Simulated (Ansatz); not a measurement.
Cost and result up the ladder for Si₂₈H₃₄, a nanocrystal cut from hexagonal silicon (62 atoms). The state is a singlet with charge 0. Geometry: r2SCAN-D4/def2-SVP.

```xyz
62

Si    1.303   -0.891   -4.929
Si    0.506   -2.935   -4.086
Si   -2.926   -1.289   -3.488
Si   -1.161   -2.506   -2.487
Si    2.265    0.329   -3.167
Si    4.027   -0.922   -2.204
Si   -1.154    2.004   -2.563
Si   -3.165    0.791   -2.420
Si    0.599    0.766   -1.569
Si   -0.214   -1.274   -0.725
Si    3.557   -1.355    0.059
Si    1.536   -2.542    0.240
Si   -3.651    0.412   -0.148
Si   -1.901   -0.827    0.850
Si   -2.728   -2.871    1.656
Si    1.039   -2.962    2.500
Si   -0.987   -4.149    2.623
Si   -1.408    4.062   -1.453
Si    1.546    1.952    0.226
Si    3.302    0.691    1.195
Si   -1.881    3.661    0.817
Si   -3.905    2.470    0.962
Si   -0.131    2.417    1.809
Si   -0.935    0.365    2.631
Si    2.835    0.307    3.469
Si    0.818   -0.897    3.605
Si    0.826    3.613    3.589
Si    2.586    2.371    4.569
H     2.314   -1.133   -6.008
H     0.159   -0.125   -5.519
H    -0.047   -3.776   -5.196
H     1.643   -3.680   -3.454
H    -2.643   -1.091   -4.946
H    -4.200   -2.067   -3.364
H    -1.692   -3.798   -1.937
H     2.800    1.639   -3.669
H     4.203   -2.212   -2.948
H     5.304   -0.146   -2.315
H    -0.821    2.243   -4.008
H    -4.276    1.586   -3.043
H     4.664   -2.143    0.697
H     1.645   -3.847   -0.496
H    -4.921   -0.384   -0.047
H    -3.363   -3.633    0.533
H    -3.783   -2.596    2.684
H     2.158   -3.744    3.125
H    -0.851   -5.452    1.895
H    -1.317   -4.447    4.054
H    -2.534    4.832   -2.075
H    -0.154    4.873   -1.580
H     2.109    3.249   -0.281
H     4.571    1.485    1.075
H    -2.015    4.971    1.539
H    -5.005    3.260    0.320
H    -4.264    2.240    2.399
H    -1.974    0.635    3.680
H     3.943   -0.498    4.083
H     0.475   -1.138    5.047
H     1.349    4.923    3.084
H    -0.227    3.897    4.617
H     3.863    3.149    4.473
H     2.291    2.138    6.019
```

Ansatz on 4 threads of AMD EPYC 7R13 on a shared host and a share (37 GiB) of an NVIDIA H100 80GB HBM3. Times are rough, and most runs start from the orbitals of an earlier one. No level here is sound enough to serve as a yardstick. Binding counts from free atoms at the same level (Si triplet, H doublet; other spins of the atoms weren't run), without zero-point energy or a counterpoise term.

B3LYP takes the VWN-RPA correlation. Correlated methods freeze 140 core orbitals. The rows differ in basis, and correlated rows in double-zeta sets carry the largest basis error. Single mean-field runs in def2-SVP, def2-TZVP are fitted with def2-universal-jkfit.

Correlated methods converge slowly with the basis, most of all in double-zeta sets.

```json
{"level": "HF/STO-3G", "functions": "286", "wall time": "3.1 s"}
{"level": "PBE-D4/def2-SVP", "functions": "674", "wall time": "4 s"}
{"level": "PBE0-D4/def2-SVP", "functions": "674", "wall time": "5.5 s"}
{"level": "r2SCAN-D4/def2-SVP (with forces)", "functions": "674", "wall time": "7 s"}
{"level": "B97M-V/def2-SVP", "functions": "674", "wall time": "9 s"}
{"level": "B3LYP-D4/def2-SVP (with forces)", "functions": "674", "wall time": "9.1 s"}
{"level": "PBE-D4/def2-TZVP", "functions": "1240", "wall time": "10 s"}
{"level": "MP2/def2-SVP", "functions": "674", "wall time": "14 s"}
{"level": "PBE0-D4/def2-TZVP", "functions": "1240", "wall time": "16 s"}
```

Question: Estimate what each level gives for the binding energy per atom (eV).

Answer: 
```tsv
level	binding energy per atom (eV)
HF/STO-3G	3.78
PBE-D4/def2-SVP	3.36
PBE0-D4/def2-SVP	3.36
r2SCAN-D4/def2-SVP (with forces)	3.36
B97M-V/def2-SVP	3.41
B3LYP-D4/def2-SVP (with forces)	3.32
PBE-D4/def2-TZVP	3.36
MP2/def2-SVP	3.09
PBE0-D4/def2-TZVP	3.36
```
